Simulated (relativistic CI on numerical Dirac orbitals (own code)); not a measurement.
**What each ingredient does to the levels of Pt**

Base calculation: Dirac-Coulomb-Breit CI, KLI orbitals optimised for each configuration, model QED (radiative potential, 1s self-energy scaled to tabulated hydrogen-like ionisation energies), valence Slater integrals scaled by 0.85, P86 correlation energy added to each configuration.

CI space (outside the closed core [Xe] 4f14): 5d9 6s, 5d8 6s2, 5d10, 5d8 6s 6p, 5d9 6p, 5d9 6d, 5d9 7s, 5d7 6s2 6p, 5d9 7p, 5d9 8s, 5d9 8p, 5d9 7d, 5d9 5f, 5d9 8d, 5d9 6f. Double excitations out of closed p, d and f shells are left out; levels of such configurations are missing from the list, as are those of other unlisted configurations, and high levels can miss mixing partners.

Variants: (1) Slater integrals left unscaled; (2) no correlation estimate; (3) Breit term removed; (4) QED terms removed. Shifts of the energy above 5d9 6s 3D_3, in cm⁻¹, for the lowest level and the first level of each name with at least 55 % of one term (blank where a level changes its place among those of its configuration and J or its character, or is not in the variant):

| Level | Base | Δ(1) | Δ(2) | Δ(3) | Δ(4) | Measured |
| --- | --- | --- | --- | --- | --- | --- |
| 5d9 6s 3D_3 | 0.0 | 0.0 | 0.0 | 0.0 | 0.0 | 0.0 |
| 5d8 6s2 3F_4 | 4194.0 | -774.7 | -1968.8 | -267.0 | -225.0 | 823.7 |
| 5d10 1S_0 | 5764.2 | -66.2 | +1658.7 | +193.1 | +152.9 | 6140.2 |
| 5d9 6s 3D_1 | 9481.1 | +118.5 | +1.6 | +272.0 | -26.0 | 10131.9 |
| 5d8 6s2 3F_3 | 12815.9 | -784.6 | -1968.8 | -7.5 | -250.0 | 10116.7 |
| 5d8 6s2 3P_0 | 21777.4 | +1532.7 | -1719.8 | -131.4 | -216.8 | 16983.5 |
| 5d8 6s2 3P_1 | 23131.5 | +1033.1 | -1969.1 | -18.2 | -249.9 | 18566.6 |
| 5d8 6s 6p 5D°_4 | 24970.2 | -3130.0 | -4239.7 | -277.3 | -61.4 | 30156.9 |
| 5d8 6s2 1G_4 | 25302.1 | +1544.7 | -1969.2 | -20.4 | -248.0 | 21967.1 |
| 5d9 6p 3P°_2 | 27285.6 | -2084.9 | -3230.8 | -88.0 | +86.4 | 32620.0 |
| 5d8 6s2 1D_2 | 29501.8 |  | -1783.3 | +203.4 | -244.8 | 26638.6 |
| 5d8 6s 6p 5G°_6 | 30415.2 | -2111.8 | -4225.0 | -188.2 | -60.0 | 36781.6 |
| 5d8 6s 6p 3G°_5 | 41309.5 | -1512.6 | -4270.0 | -16.7 | -86.4 |  |
| 5d9 7s 3D_3 | 46877.2 | +297.7 | -4131.0 | +87.9 | +163.8 |  |

For a near-neutral ion this model can misplace configurations by up to about 10,000 cm⁻¹ (more where the count of f electrons changes) and terms by 10 to 25 % of their spread. Rates follow the energies as ν³ (E1, M1) or ν⁵ (E2), so they and the lifetimes can be off by large factors. The fine structure of a lone outer electron comes out too small, for d and f at times inverted, and misplaced configurations move strength between like terms. 11 of the 30 excited levels that our extract of the measured tables holds in this range could be paired (the sources list more); they are missed by 3595 cm⁻¹ on average and 6366 at most, and levels without a partner can miss by more. Some levels of the ground configuration have no partner and can miss by 10 % or more.

Measured levels: NIST Handbook of Basic Atomic Spectroscopic Data (Sansonetti and Martin, J. Phys. Chem. Ref. Data 34, 1559 (2005)).

Ionisation energy from the two ground configurations alone: base 8.382 eV; Slater integrals left unscaled 8.421 eV; no correlation estimate 7.544 eV; Breit term removed 8.397 eV; QED terms removed 8.405 eV. The NIST ASD value (measured) is 8.95883 eV. The gap of more than 2 % comes from missing correlation.

LS names give the leading component of a level, which can be under half, so a name can repeat, a term be missing and a line seem to break the LS rules.
